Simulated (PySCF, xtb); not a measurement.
CH₄Cl₂OSi₂, SMILES [SiH2]1OC[Si]1(Cl)Cl.

Harmonic wavenumbers (cm⁻¹) from GFN2-xTB in xtb at its own minimum, in rising order: 74, 102, 131, 164, 174, 311, 355, 436, 486, 555, 561, 642, 683, 729, 763, 812, 1008, 1142, 1229, 1468, 2264, 2276, 2944, 2960.

Q: What does PBE0-D3(BJ)/def2-SVP run with PySCF give at its own minimum? (Estimate from the structure and the level; the computed values follow.)

A: 49, 107, 158, 176, 197, 347, 439, 460, 583, 587, 664, 711, 768, 771, 814, 967, 1063, 1196, 1248, 1454, 2237, 2245, 3059, 3124. Paired by order, the mean absolute difference is 56 cm⁻¹ and the zero-point energies are 31.8 and 33.5 kcal/mol.
